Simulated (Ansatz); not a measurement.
The same path of C2H8OSi2 (13 atoms, charge 0, multiplicity 1) was run twice with different band settings. Lost on the way: C4–H13. Made: O5–H13.

The calculation used Ansatz, RKS PBE-D4/def2-SVP.

Relaxed end points:

```xyz
13
Properties=species:S:1:pos:R:3
C -1.690 0.186 0.731
Si 0.174 0.375 0.498
Si 1.193 -1.608 -0.269
C 0.434 1.692 -0.914
O -0.454 1.934 -1.713
H -2.157 0.167 -0.275
H -1.962 -0.740 1.274
H -2.102 1.054 1.283
H 0.897 0.836 1.741
H 2.649 -1.372 -0.572
H 0.508 -2.070 -1.528
H 1.088 -2.700 0.764
H 1.444 2.211 -1.005
```

```xyz
13
Properties=species:S:1:pos:R:3
C -1.732 0.130 0.893
Si 0.136 0.390 0.629
Si 1.193 -1.531 -0.280
C 0.943 1.525 -0.666
O 0.125 1.981 -1.598
H -2.234 -0.094 -0.070
H -1.922 -0.713 1.589
H -2.196 1.042 1.321
H 0.834 0.697 1.929
H 2.664 -1.587 0.027
H 1.005 -1.563 -1.775
H 0.538 -2.768 0.287
H 0.665 2.457 -2.271
```

Common settings: movable images 7; climbing image yes; spring 5.0 eV/Å²; optimiser quadratic models (default); force threshold 0.05 eV/Å; iteration limit 60; end points relaxed.

| run | start path |
| --- | --- |
| 1 | through a guess of the saddle point |
| 2 | straight line |

**Question.** What does each run give, and how far can it be trusted?

**Answer.** Run 1: converged after 22 iterations, highest image 3.485 eV above the first end. Neighbouring images differ by up to 1.9 eV, so the band resolves the path poorly. A vibrational analysis at the climbing image gives one clearly imaginary mode, 1798i cm⁻¹: a first-order saddle point.
Run 2: converged after 25 iterations, highest image 3.485 eV above the first end. Neighbouring images differ by up to 1.6 eV, so the band resolves the path poorly. Another band between the same ends (7 images) ends at a top of the same energy, where a vibrational analysis finds 1 clearly imaginary mode.
The orbitals stay closed-shell, which can raise the energy where a bond breaks towards radicals; this wasn't checked here.
